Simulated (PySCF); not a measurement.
## Correlation energy of O (oxygen, neutral)

[He] 2s1 2p5, high-spin 3P determinant (an excited configuration). All numbers are calculated (PySCF 2.14, the spin-free X2C one-electron Hamiltonian (Gaussian nucleus), in dyall-acv3z (15s9p4d2f, 76 functions)). Frozen: nothing; 8 electrons correlated; the 5 highest virtual orbitals of each spin left out.

MP2 pair energies summed by pair of shells (mhartree):

```
 pair   energy  share (%)
2p-2p  -154.74       65.6
1s-1s   -38.37       16.3
2s-2p   -26.97       11.4
1s-2p   -13.24        5.6
1s-2s    -2.60        1.1
```

Total MP2 correlation energy: -235.93 mhartree.

Same-spin part -48.38 and opposite-spin part -187.55 mhartree; SCS-MP2 scales them by 1/3 and 6/5 to -241.19 mhartree.
